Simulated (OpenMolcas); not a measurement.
**Ru3+: effect of the metal basis**

Ru3+ with its 6 nearest oxide ions at 2.076 Å, on the Mg site of MgO (a = 4.2112 Å, distance in the model lattice 2.106 Å). The rest of the host is ab initio model potentials to 7.6 Å and point charges beyond; the distance is set by hand and nothing relaxes, and no local charge compensation is placed.

```
Program             : OpenMolcas 26.06
Method              : CASSCF
Spin-orbit coupling : RASSI with atomic mean-field integrals over the reference wave functions
```

Fixed: ligand basis ANO-RCC-VDZP, active space 5 electrons in 5 orbitals (4d), DKH2 Hamiltonian.

States (labels of O, the rotations of Oh). Energies in cm-1 above the lowest state or level, χT in cm3 K/mol; under a threefold ground state the first gap can be a small split of the lowest multiplet, not the spin-orbit step; 10Dq and B are least-squares fits to the states below 45000 cm-1, weighted by degeneracy, with a free offset, and given where the rms deviation is under 5 % of |10Dq| (or 100 cm-1) and under 700 cm-1.

```json
{"Run": "A", "Metal basis": "ANO-RCC-VDZP", "Ground state": "2T2", "First state of that spin": "2T1 23931", "10Dq": "27724", "B (rms of fit)": "706 (342)", "First gap with spin-orbit (degeneracies)": "1755 (2, 4)", "χT at 300 K": "0.576", "First state of another spin": "2S+1 = 4: 14238", "Cost": "roughly 50 core-seconds"}
{"Run": "B", "Metal basis": "ANO-RCC-VTZP", "Ground state": "2T2", "First state of that spin": "2T1 23186", "10Dq": "26771", "B (rms of fit)": "716 (270)", "First gap with spin-orbit (degeneracies)": "1776 (2, 4)", "χT at 300 K": "0.578", "First state of another spin": "2S+1 = 4: 13336", "Cost": "roughly 70 core-seconds"}
```

Against A, |10Dq| changes by -3.4 % in B.

Costs are those of the RASSCF and RASSI steps.

An orbital triplet at a regular site is open to Jahn-Teller coupling, which can distort the site and quench the lowest spin-orbit gaps and is left out. Without dynamic correlation the repulsion within the d shell is too large (B by tens of per cent), so at a given field states of lower spin stand too high. With metal d orbitals alone the field can be off either way by tens of per cent. Ligand-to-metal charge-transfer states are missing. With no ligand orbital active B as a rule stays too high, so bands that hang on it stand too high and its fall with covalency is understated. The least metal-like active orbital is 74 % on the metal (Löwdin) and no ligand orbital is active, so the numbers are rough (holds for A). The least metal-like active orbital is 75 % on the metal (Löwdin) and no ligand orbital is active, so the numbers are rough (holds for B). No measured value stands beside these numbers; the geometry was set by hand and not optimised.

A state without a sure symmetry label is named by its multiplicity alone.
